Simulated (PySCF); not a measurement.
Si(H)2(F)(OMe) (CH5FOSi), SMILES CO[SiH2]F.

Geometry optimised at B3LYP-D3(BJ)/def2-SVP. The values are those of a single conformer.

These are B3LYP/def2-TZVP run with PySCF values and carry that method's errors.

The molecule is in vacuum.

```yaml
total_energy: -505.90038 hartree
highest_occupied_level: -8.49 eV
lowest_empty_level: 0.42 eV
orbital_gap: 8.91 eV
dipole_moment: 1.61 D
quadrupole, principal values (traceless, Buckingham form, about the centre of nuclear charge): -4.88, -0.76, 5.64 D·Å
mean_static_polarisability: 40.3 bohr³ (5.98 Å³)
polarisability_principal_values: 36.3, 38.3, 46.4 bohr³
```
